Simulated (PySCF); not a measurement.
**Working with the constants of TeSe**

UHF-CCSD(T) constants of TeSe, ³Σ⁻ (triplet), unpaired electrons π ↑↑ (basis Te x2c-TZVPPall, Se x2c-TZVPPall; spin-free X2C with a Gaussian nucleus; PySCF 2.14; masses 129.9062 and 79.9165 u):

```
ωe              : 318.7 cm⁻¹
ωexe            : 0.649 cm⁻¹
Be              : 0.060842 cm⁻¹
αe              : 0.000164 cm⁻¹
D (centrifugal) : 8.87e-09 cm⁻¹
De to Te + Se   : 3.01 eV
```

Problem. Give the vibrational terms G(v) and spacings up to v = 6.

Solution. G(v) = ωe(v+½) − ωexe(v+½)².

```tsv
v	G(v) (cm⁻¹)	G(v) − G(v−1)	Bv (cm⁻¹)
0	159.2		0.06076
1	476.6	317.4	0.06060
2	792.7	316.1	0.06043
3	1107.5	314.8	0.06027
4	1421.0	313.5	0.06010
5	1733.2	312.2	0.05994
6	2044.1	310.9	0.05978
```

Problem. How well does the Morse estimate ωe²/(4ωexe) reproduce De, and what is D0?

Solution. It gives 4.85 eV, 161 % of the computed De. D0 = De − G(0) = 3.01 − 0.02 = 2.99 eV.

Correlated steps freeze 27 core orbitals. Spin–orbit coupling is left out, which matters for elements this heavy, above all for dissociation energies. The state is the lowest determinant that a PBE0 search found; another state may lie lower at other levels.
